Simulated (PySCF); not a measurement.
C2H5N3Si, SMILES [SiH]1(N)N=CC=N1. Geometry optimised at PBE-D3(BJ)/def2-SVP. The structure was generated by enumeration, and PubChem lists no compound with its InChIKey, so it may never have been made. The values are those of a single conformer.

Give the equilibrium geometry at PBE-D3(BJ)/def2-SVP (PySCF confirms it by a frequency run) as Cartesian coordinates in Å. (Estimate from the structure and the level; the computed values follow.)

One answer among several that fit: 
```xyz
11

N     -2.0219     0.7799     0.2550
Si    -0.6167    -0.1894     0.4830
N      0.8491     0.8322     0.7892
C      1.6986     0.4271    -0.0872
C      1.2466    -0.6632    -1.0668
N      0.0462    -1.1062    -0.9437
H     -2.0029     1.5549    -0.4121
H     -2.9434     0.3382     0.2784
H     -0.8842    -1.1671     1.5842
H      2.7311     0.8410    -0.1473
H      1.9492    -1.0408    -1.8450
```
